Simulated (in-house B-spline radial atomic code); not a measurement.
Computed with a B-spline radial atomic code. Model: two electrons, singlet ground state, non-relativistic, full CI in B-splines with partial waves to l = 8 (at full coupling up to 3e-4 hartree above the limit, correlation up to 0.6 % small), density held at that of full coupling by Lieb maximisation.

Along the adiabatic connection the electron repulsion is scaled by a coupling λ while a local potential keeps the density fixed. At λ = 0 the system is the Kohn-Sham one and W equals the exchange energy; the exchange-correlation energy is the area under W between 0 and 1. The kinetic energy rises with λ as the electrons avoid each other, with dT/dλ = −λ dW/dλ.

Command:
```bash
python run_ac.py task.json out
```
Settings (lengths in bohr, energies in hartree):
```
potential              coulomb
strength               5.25
lmax                   8
```

Run time, properties included: 6.5 s on 1 thread of Intel(R) Xeon(R) Processor @ 2.30GHz, with other jobs on the host.

**W = mean repulsion less Hartree energy, and W of three functionals.**

Given: confinement point charge; nuclear charge 5.25; external potential -Z/r.

Computed: LDA exchange minus exact 431.4 millihartree; PBE exchange minus exact 55.586 millihartree.

| coupling | W xc (hartree) | W xc minus exchange (millihartree) | kinetic minus Kohn-Sham (millihartree) | LDA (PW92) W minus its exchange (millihartree) | PBE W minus its exchange (millihartree) | SCAN W minus its exchange (millihartree) |
| --- | --- | --- | --- | --- | --- | --- |
| 0 | -3.0582 | 0 | 0 | 0 | 0 | 0 |
| 0.02 | -3.0601 | -1.87 | 0 | -14.53 | -1.87 | -1.85 |
| 0.05 | -3.0629 | -4.668 | 0.1 | -30.75 | -4.69 | -4.58 |
| 0.12 | -3.0694 | -11.144 | 0.7 | -61.28 | -11.33 | -10.86 |
| 0.25 | -3.0812 | -22.995 | 2.9 | -106.55 | -23.68 | -22.21 |
| 0.4 | -3.0946 | -36.391 | 7.2 | -149.66 | -37.85 | -34.91 |
| 0.6 | -3.112 | -53.802 | 15.9 | -198.57 | -56.48 | -51.27 |
| 0.8 | ? | ? | ? | ? | ? | ? |
| 1 | -3.1454 | -87.164 | 42.5 | -279.19 | -92.56 | -82.29 |
| 1.4 | ? | ? | ? | ? | ? | ? |
| 2 | -3.2211 | -162.91 | 155.3 | -429.47 | -175.2 | -151.83 |
| 3 | -3.2875 | -229.28 | 320.5 | -541.72 | -247.86 | -212.41 |
| 4.5 | -3.3728 | -314.64 | 638.7 | -671.93 | -341.53 | -290.54 |
| 7 | -3.4864 | -428.21 | 1285.3 | -831.65 | -467.26 | -395.99 |
| 10 | -3.5896 | -531.35 | 2154.6 | -970.44 | -583.88 | -494.24 |

What belongs in the row 0.8?

W xc (hartree): -3.1289; W xc minus exchange (millihartree): -70.72; kinetic minus Kohn-Sham (millihartree): 27.7; LDA (PW92) W minus its exchange (millihartree): -241.12; PBE W minus its exchange (millihartree): -74.73; SCAN W minus its exchange (millihartree): -67.05.

What belongs in the row 1.4?

W xc (hartree): -3.1769; W xc minus exchange (millihartree): -118.71; kinetic minus Kohn-Sham (millihartree): 80.3; LDA (PW92) W minus its exchange (millihartree): -345.8; PBE W minus its exchange (millihartree): -126.9; SCAN W minus its exchange (millihartree): -111.35.

What is the SCAN exchange minus exact?

-4.235 millihartree.

**Energy parts, natural occupations and partial-wave weights.**

Computed: total energy -24.4371 hartree; exchange energy -3.0582 hartree; initial slope twice GL2 -0.093599 hartree; kinetic part over minus potential part 0.48793; Hartree energy 6.1164 hartree; Kohn-Sham kinetic 24.394 hartree; Lieb Oxford ratio E_xc over LDA exchange 1.1812.

| natural | occupation of the shell (electrons) |
| --- | --- |
| s | 1.998 |
| p | 0.0011233 |
| s | ? |
| d | 5.9525e-05 |
| p | 4.2032e-05 |
| s | 1.7146e-05 |

What belongs in the row s?

occupation of the shell (electrons): 0.00075388.

```
wave      weight
   s     0.99938
   p  0.00058482
   d           ?
   f   4.909e-06
   g  1.1662e-06
```

What belongs in the row d?

weight: 3.3457e-05.

What is the correlation energy?

-0.044634 hartree.

What is the kinetic part of the DFT correlation energy?

0.04253 hartree.

Half-way to full coupling W has made 52 % of its drop, against 50 % for a straight line, and second-order (GL2) theory, half the initial slope, overshoots the correlation energy by about 5 %: correlation is weak here. Over couplings 0 to 1 the errors in E_xc come to about +311 millihartree for LDA, +53 millihartree for PBE, -2.1 millihartree for SCAN, so SCAN is nearest. In LDA and PBE and SCAN the errors of exchange and correlation have opposite signs, so the sum is smaller than the larger of the two.
